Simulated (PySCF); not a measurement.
**Ionisation energy of Bi by level of theory**

Bi [Xe] 4f14 5d10 6s2 6p3 (4S) → Bi⁺ [Xe] 4f14 5d10 6s2 6p2 (3P), as a difference of total energies. Calculation: PySCF 2.14, in cc-pVDZ-PP with ECP60MDF (4s3p2d, 23 functions); a scalar-relativistic core potential. Correlated levels: valence: 5s2 5p6 5d10 frozen. The calculations carry no spin-orbit coupling.

```csv
method,ionisation energy (eV)
UHF,8.238
MN15,8.668
r2SCAN,8.784
MP2 (valence),8.481
SCS-MP2 (valence),8.394
CCSD (valence),8.470
CCSD(T) (valence),8.472
```

How much does correlation contribute at CCSD(T) (valence)?

8.472 − (8.238) = 0.234 eV, measured against UHF.

Spin-orbit coupling is strong in these open shells (close to jj coupling). The scalar numbers leave it out and a first-order estimate fails, so it can dominate the gap to the real levels.

Errors of the correlated levels include the incompleteness of this basis and the frozen core.

For comparison: 7.286 eV (measured; NIST Atomic Spectra Database, ionization energies).
